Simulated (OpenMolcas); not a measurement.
**B, Al, Ga, In, Tl: ns² np down the group**

```
Program             : OpenMolcas 26.06
Method              : CASSCF
Basis               : ANO-R2
Scalar Hamiltonian  : X2C, finite nucleus
Spin-orbit coupling : state interaction with AMFI integrals over the reference wave functions, term energies averaged over their components
```

Active space for each ion: 3 electrons in 4 orbitals (s p).

Computed levels in cm-1 above ²P°_1/2:

| Level | B | Al | Ga | In | Tl |
| --- | --- | --- | --- | --- | --- |
| ²P°_3/2 | 14.3 | 103 | 769 | 2035 | 6888 |
| weight of ²P° in the lowest level (%) | 100 | 100 | 100 | 100 | 100 |

Measured, with the error of the calculation in %. Measured levels: B, Al, Ga, In, Tl from NIST Handbook of Basic Atomic Spectroscopic Data.

```tsv
Level	B	Al	Ga	In	Tl
²P°_3/2	15.3 (-6.4)	112 (-7.7)	826 (-6.9)	2213 (-8.0)	7793 (-11.6)
```

The fine-structure level ²P°_3/2 changes by a factor of 482 from B to Tl.

Without dynamic correlation excited terms often stand tens of per cent too high (terms of higher spin than the ground term too low), and those without a measured partner can miss by more than the paired ones (holds for B; Al; Ga; In). Some high roots are left out of the spin-orbit mixing, which shifts the levels that they would mix with (holds for Ga; In; Tl). Computed and measured levels are paired by configuration, term and J; levels that our copy of the source lacks, or whose pairing is in doubt (as where it misses far off the trend of its configuration), stay unpaired and out of the deviations. Levels of configurations outside the active space are missing.

° marks odd parity.
